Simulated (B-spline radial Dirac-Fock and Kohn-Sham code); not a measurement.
Ionisation of each subshell: Lu⁵³⁺

System: the Lu⁵³⁺ ion in the configuration 1s2 2s2 2p6 3s2 3p6; nuclear rms radius 5.37 fm (A = 175).

Calculated with a radial atomic solver, using Dirac-Fock (average of configuration) total-energy differences with a finite nucleus, the Breit interaction including its frequency dependence, and self-energy and vacuum-polarisation corrections. Correlation energy is missing from these numbers. Energies are counted from the vacuum level.

All terms are in eV, carry their sign (relaxation lowers the binding energy) and add up to the binding energy; ⟨r⟩ is the mean radius of the orbital in the initial state.

```csv
subshell,−ε (Koopmans),relaxation,Breit,QED,binding energy,⟨r⟩ (bohr)
K (1s),67453.1,-34.52,-202.59,-104.43,67111.5,0.019
L1 (2s),14603.3,-8.02,-22.78,-15.29,14557.2,0.080
L2 (2p1/2),14109.8,-10.58,-35.84,0.11,14063.4,0.067
L3 (2p3/2),12970.0,-8.97,-21.75,-1.45,12937.8,0.074
M1 (3s),5666.2,-1.03,-5.21,-4.07,5655.9,0.198
M2 (3p1/2),5463.9,-1.27,-8.51,-0.11,5454.0,0.187
M3 (3p3/2),5174.4,-1.06,-5.07,-0.47,5167.8,0.198
```

For the deepest level, K (1s), the Breit terms make up -0.302 % of the binding energy, QED -0.156 % and orbital relaxation -0.051 %.

Spin-orbit splittings: 2p 1125.6 eV, 3p 286.2 eV.

Going to the tabulated ground configuration of the next ion removes an electron from M3 (3p3/2), computed at 5167.8 eV. NIST lists 5168 ± 5 eV as the ionisation energy of this species (theoretical), +0.22 eV from the computed value, within the stated uncertainty.
